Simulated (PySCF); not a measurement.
# Bond curve of GeB⁺

Set-up: PySCF, spin-free X2C with a Gaussian nucleus, basis sets Ge jorge-DZP-DKH, B jorge-DZP-DKH. Energies in eV from Ge⁺ + B in their ground configurations at the same level. State: ³Π (triplet), unpaired electrons σ ↑, π ↑.

All columns are PBE0. A positive dipole points towards B; it is taken about the centre of mass and depends on that origin.

| R (Å) | E (eV) | μ (D) | Mulliken charge on Ge (basis-dependent) | HOMO (eV) | LUMO (eV) | Mayer bond order | ⟨S²⟩ |
| --- | --- | --- | --- | --- | --- | --- | --- |
| 1.864 | -1.864 | 1.81 | 1.00 | -13.42 | -11.49 | 1.27 | 2.00 |
| 1.950 | -2.191 | 1.80 | 0.96 | -13.36 | -11.21 | 1.27 | 2.00 |
| 2.037 | -2.366 | 1.81 | 0.93 | -13.11 | -10.97 | 1.26 | 2.00 |
| 2.102 | -2.427 | 1.84 | 0.91 | -12.90 | -10.81 | 1.25 | 2.00 |
| 2.167 | -2.442 | 1.89 | 0.88 | -12.72 | -10.66 | 1.23 | 2.00 |
| 2.232 | -2.426 | 1.96 | 0.85 | -12.55 | -10.52 | 1.20 | 2.01 |
| 2.319 | -2.369 | 2.08 | 0.82 | -12.35 | -10.36 | 1.16 | 2.01 |
| 2.427 | -2.267 | 2.29 | 0.78 | -12.13 | -10.18 | 1.09 | 2.01 |
| 2.557 | -2.124 | 2.59 | 0.73 | -11.91 | -9.97 | 1.00 | 2.01 |
| 2.730 | -1.933 | 3.04 | 0.68 | -11.66 | -9.73 | 0.88 | 2.01 |

A fit through these points gives, at Re = 2.163 Å, μ = 1.89 D and dμ/dR = 0.875 D/Å; the reduced mass is 9.582 u.

Task: How strong is the fundamental in the double-harmonic approximation, I = 42.26·(dμ/dR)²/μred km/mol?

Result: I = 42.26·(0.875)²/9.582 = 3.38 km/mol at PBE0.

Spin–orbit coupling is left out. For an ion De counts to the pair picked by the measured ionisation energies or electron affinities, which need not be the lowest pair at this level. The state was picked by a PBE0 search and need not be the measured ground state.
